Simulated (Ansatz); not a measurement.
COS, charge +1, doublet, at a GFN2-xTB geometry (a state made from the parent by changing its charge; the spin is typed, not shown lowest); Ansatz (a first-principles code) with CCSD(T)/6-311G**.

Ansatz was given this input:
Ansatz 0.2 input:
```yaml
crystal:
  periodic: [false, false, false]
  atoms:
    - {symbol: O, position_ang: [-0.00000000, -0.00000000, -1.68366881]}
    - {symbol: C, position_ang: [-0.00000000, -0.00000000, -0.55245407]}
    - {symbol: S, position_ang: [0.00000000, 0.00000000, 1.04900468]}
basis:
  gaussian:
    orbitals: 6-311G__.json
total_charge: 1
magnetization: {spin_polarized: true, initial_magnetization: 1}
correlation: {method: ccsd_t, electrons: outside_noble_gas}
accuracy: high
```
The basis file holds 6-311G** in the JSON format of the Basis Set Exchange.

It wrote (shortened):

```
Functional definition: HF
1002 factors; integrals over basis functions are off by at most 7.5e-9 eV
mean field evaluation 1: about -13870.5772 eV, gradient 3.6e1 eV
mean field evaluation 2: about -13870.5880 eV, gradient 3.6e1 eV
mean field evaluation 4: about -13876.0862 eV, gradient 3.7e0 eV
mean field evaluation 8: about -13876.2520 eV, gradient 4.4e-1 eV
mean field evaluation 16: about -13876.2747 eV, gradient 2.2e-8 eV
mean field evaluation 32: about -13875.2654 eV, gradient 8.5e0 eV
mean field evaluation 64: about -13876.2747 eV, gradient 1.2e-3 eV
mean field evaluation 96: about -13870.1806 eV, gradient 1.2e1 eV
mean field -13876.27470546 eV, -509.9436897489 hartree, gradient 5.7e-8 eV, S^2 0.842061; 2 other end points of the search recorded, 0 dependent functions left out
7 core orbitals not correlated
reference -13876.27470546 eV, -509.9436897489 hartree; 8, 7 occupied and 48, 49 virtual orbitals, 1002 factors
second order -11.30019317 eV of doubles, -0.00000000 eV of singles
cycle   1  -11.17013721 eV  change    1.3e-1 eV  update   1.2e-1
cycle   2  -11.65654386 eV  change   -4.9e-1 eV  update   4.3e-2
cycle   3  -11.82481253 eV  change   -1.7e-1 eV  update   2.7e-2
cycle   4  -11.82832916 eV  change   -3.5e-3 eV  update   1.0e-2
cycle   5  -11.83121900 eV  change   -2.9e-3 eV  update   4.8e-3
cycle   6  -11.83322802 eV  change   -2.0e-3 eV  update   1.7e-3
cycle   7  -11.83324150 eV  change   -1.3e-5 eV  update   8.4e-4
cycle   8  -11.83390715 eV  change   -6.7e-4 eV  update   3.6e-4
cycle   9  -11.83384497 eV  change    6.2e-5 eV  update   1.7e-4
cycle  10  -11.83381918 eV  change    2.6e-5 eV  update   6.4e-5
cycle  11  -11.83384790 eV  change   -2.9e-5 eV  update   2.9e-5
cycle  12  -11.83383495 eV  change    1.3e-5 eV  update   9.8e-6
cycle  13  -11.83384095 eV  change   -6.0e-6 eV  update   4.5e-6
cycle  14  -11.83383748 eV  change    3.5e-6 eV  update   1.7e-6
cycle  15  -11.83383631 eV  change    1.2e-6 eV  update   7.9e-7
cycle  16  -11.83383668 eV  change   -3.7e-7 eV  update   3.8e-7
cycle  17  -11.83383682 eV  change   -1.4e-7 eV  update   1.6e-7
cycle  18  -11.83383705 eV  change   -2.3e-7 eV  update   8.2e-8
cycle  19  -11.83383714 eV  change   -9.1e-8 eV  update   4.0e-8
cycle  20  -11.83383696 eV  change    1.8e-7 eV  update   1.1e-7
cycle  21  -11.83383701 eV  change   -5.0e-8 eV  update   4.0e-8
cycle  22  -11.83383698 eV  change    2.5e-8 eV  update   1.5e-8
cycle  23  -11.83383699 eV  change   -7.1e-9 eV  update   6.5e-9
cycle  24  -11.83383699 eV  change    3.2e-9 eV  update   2.4e-9
cycle  25  -11.83383699 eV  change   8.4e-10 eV  update  9.0e-10
perturbative correction -0.54633837 eV, -0.0200775649 hartree
Total energy: -13888.65488082 eV, -510.3986528018 hartree
```
